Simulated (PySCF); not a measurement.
tetrasilane (H10Si4), singlet, geometry from GFN2-xTB. Base run: DF-PBE0/pcseg-1 (PySCF).

The PySCF input:
```python
from pyscf import gto, scf, dft

mol = gto.Mole()
mol.atom = '''
    Si    2.12583184   -0.97992047    0.95213831
    Si    1.08981859    0.98375056    0.30426897
    Si   -0.75044984    0.70364371   -1.09076116
    Si   -2.44442748   -0.60418660   -0.21378814
    H     3.28463556   -0.80359186    1.82955270
    H     1.19310244   -1.85202856    1.67198931
    H     2.60001803   -1.74488376   -0.20450490
    H     2.07880162    1.89236712   -0.29930356
    H     0.65736030    1.72312849    1.50366285
    H    -0.28813097    0.11273720   -2.35935737
    H    -1.29524875    2.00357968   -1.51659198
    H    -2.96034576   -0.04672178    1.03956982
    H    -3.60309509   -0.77983848   -1.09151795
    H    -1.95792107   -1.95076868    0.10048935
'''
mol.basis = 'pcseg-1'
mol.verbose = 4
mol.build()

mf = dft.RKS(mol)
mf.xc = 'pbe0'
mf = mf.density_fit(auxbasis='def2-universal-jkfit')
mf.kernel()
mf.analyze()
```

The base run was repeated with changes; each row names its change, and settings that it needs were set with it.

```csv
change,ΔE vs base (mEh),grid points,electrons on the grid
base,0.000,174800,66.00000
grids.radi_method = mura_knowles,0.001,165392,66.00000
"grids.atom_grid = (150, 974)",0.000,1132440,66.00000
grids.radi_method = gauss_chebyshev,0.000,170360,66.00000
grids.level = 0,19.598,12696,66.00380
"grids.atom_grid = (99, 590)",0.000,452536,65.99999
grids.level = 7,0.000,849448,66.00000
grids.level = 2,-0.006,101424,66.00006
"grids.atom_grid = (50, 194)",0.051,92408,65.99986
"grids.atom_grid = (30, 110)",0.545,34560,65.99903
grids.radi_method = delley,0.002,186368,66.00000
```
